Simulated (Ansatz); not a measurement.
Computed with Ansatz on PBE0-D4/def2-TZVP structures; ΔE is electronic, products minus reactants. CCSD(T)/CBS adds triple-zeta CCSD(T) − MP2 to the extrapolated MP2 energy (def2 sets, frozen cores). This one scheme is used for every species. Functionals use def2-TZVPP. B3LYP here is the variant with VWN-RPA as its local correlation; programs differ in this. HSE06 is defined as in plane-wave codes. For Ge outer-core shells are correlated without core-valence functions, which leaves a few kJ/mol of doubt a bond. Scalar relativity is left out up to krypton. One conformer a species, not always the lowest.

Reaction (cleavage of the Ge–Ge bond): `[GeH3][SiH2][SiH2][SiH2][GeH2][GeH3]` + `CNBF` → `C[N]([GeH3])BF` + `[GeH3][SiH2][SiH2][SiH2][GeH3]`

```json
{"level": "LDA (SPW92)", "ΔE (kJ/mol)": "48.1", "difference from CCSD(T)/CBS": "8.7"}
{"level": "PBE-D4", "ΔE (kJ/mol)": "51.2", "difference from CCSD(T)/CBS": "11.8"}
{"level": "revPBE-D4", "ΔE (kJ/mol)": "46.0", "difference from CCSD(T)/CBS": "6.6"}
{"level": "BLYP-D4", "ΔE (kJ/mol)": "44.3", "difference from CCSD(T)/CBS": "4.9"}
{"level": "r2SCAN-D4", "ΔE (kJ/mol)": "43.6", "difference from CCSD(T)/CBS": "4.2"}
{"level": "PBE0-D4", "ΔE (kJ/mol)": "50.3", "difference from CCSD(T)/CBS": "10.9"}
{"level": "B3LYP-D4", "ΔE (kJ/mol)": "44.7", "difference from CCSD(T)/CBS": "5.3"}
{"level": "r2SCANh-D4", "ΔE (kJ/mol)": "44.5", "difference from CCSD(T)/CBS": "5.1"}
{"level": "r2SCAN0-D4", "ΔE (kJ/mol)": "45.5", "difference from CCSD(T)/CBS": "6.1"}
{"level": "HSE06-D4", "ΔE (kJ/mol)": "50.6", "difference from CCSD(T)/CBS": "11.2"}
{"level": "BHLYP-D4", "ΔE (kJ/mol)": "43.0", "difference from CCSD(T)/CBS": "3.6"}
{"level": "CAM-B3LYP-D4", "ΔE (kJ/mol)": "39.0", "difference from CCSD(T)/CBS": "-0.4"}
{"level": "ωB97X-V", "ΔE (kJ/mol)": "37.4", "difference from CCSD(T)/CBS": "-2.0"}
{"level": "B2PLYP", "ΔE (kJ/mol)": "37.1", "difference from CCSD(T)/CBS": "-2.3"}
{"level": "PBE-QIDH", "ΔE (kJ/mol)": "41.1", "difference from CCSD(T)/CBS": "1.7"}
{"level": "PBE", "ΔE (kJ/mol)": "48.4", "difference from CCSD(T)/CBS": "9.0"}
{"level": "BLYP", "ΔE (kJ/mol)": "40.6", "difference from CCSD(T)/CBS": "1.2"}
{"level": "r2SCAN", "ΔE (kJ/mol)": "42.3", "difference from CCSD(T)/CBS": "2.9"}
{"level": "PBE0", "ΔE (kJ/mol)": "47.1", "difference from CCSD(T)/CBS": "7.7"}
{"level": "B3LYP", "ΔE (kJ/mol)": "40.2", "difference from CCSD(T)/CBS": "0.8"}
{"level": "r2SCANh", "ΔE (kJ/mol)": "42.9", "difference from CCSD(T)/CBS": "3.5"}
{"level": "HSE06", "ΔE (kJ/mol)": "47.2", "difference from CCSD(T)/CBS": "7.8"}
{"level": "BHLYP", "ΔE (kJ/mol)": "36.7", "difference from CCSD(T)/CBS": "-2.7"}
{"level": "CAM-B3LYP", "ΔE (kJ/mol)": "34.9", "difference from CCSD(T)/CBS": "-4.5"}
{"level": "LC-ωPBE", "ΔE (kJ/mol)": "38.6", "difference from CCSD(T)/CBS": "-0.8"}
{"level": "HF/def2-SVP", "ΔE (kJ/mol)": "26.7", "difference from CCSD(T)/CBS": "-12.7"}
{"level": "MP2/def2-SVP", "ΔE (kJ/mol)": "33.1", "difference from CCSD(T)/CBS": "-6.3"}
{"level": "CCSD/def2-SVP", "ΔE (kJ/mol)": "33.7", "difference from CCSD(T)/CBS": "-5.7"}
{"level": "CCSD(T)/def2-SVP", "ΔE (kJ/mol)": "33.8", "difference from CCSD(T)/CBS": "-5.6"}
{"level": "HF/def2-TZVPP", "ΔE (kJ/mol)": "26.7", "difference from CCSD(T)/CBS": "-12.7"}
{"level": "MP2/def2-TZVPP", "ΔE (kJ/mol)": "35.7", "difference from CCSD(T)/CBS": "-3.7"}
{"level": "SCS-MP2/def2-TZVPP", "ΔE (kJ/mol)": "30.8", "difference from CCSD(T)/CBS": "-8.6"}
{"level": "CCSD/def2-TZVPP", "ΔE (kJ/mol)": "35.7", "difference from CCSD(T)/CBS": "-3.7"}
{"level": "CCSD(T)/def2-TZVPP", "ΔE (kJ/mol)": "36.0", "difference from CCSD(T)/CBS": "-3.4"}
{"level": "HF/def2-QZVPP", "ΔE (kJ/mol)": "25.3", "difference from CCSD(T)/CBS": "-14.1"}
{"level": "MP2/def2-QZVPP", "ΔE (kJ/mol)": "37.1", "difference from CCSD(T)/CBS": "-2.3"}
{"level": "SCS-MP2/def2-QZVPP", "ΔE (kJ/mol)": "31.7", "difference from CCSD(T)/CBS": "-7.7"}
{"level": "HF/CBS(def2)", "ΔE (kJ/mol)": "25.2", "difference from CCSD(T)/CBS": "-14.2"}
{"level": "MP2/CBS(def2)", "ΔE (kJ/mol)": "39.0", "difference from CCSD(T)/CBS": "-0.4"}
{"level": "CCSD/CBS(def2)", "ΔE (kJ/mol)": "39.1", "difference from CCSD(T)/CBS": "-0.3"}
{"level": "CCSD(T)/CBS", "ΔE (kJ/mol)": "39.4", "difference from CCSD(T)/CBS": "0"}
```

Largest T1 diagnostic among the species: 0.013.

The D4 term adds +4.5 kJ/mol with B3LYP and +3.3 kJ/mol with PBE0; it sums over pairs of atoms, weighted by their polarisabilities, and B3LYP, whose exchange is more repulsive, gets the larger term. In def2-TZVPP, CCSD(T) changes the Hartree–Fock value by +9.3 kJ/mol (the triples alone add +0.3 kJ/mol) and MP2 by +8.9 kJ/mol. At CCSD(T), def2-SVP lies −5.6 kJ/mol from the extrapolated value and def2-TZVPP −3.4 kJ/mol.
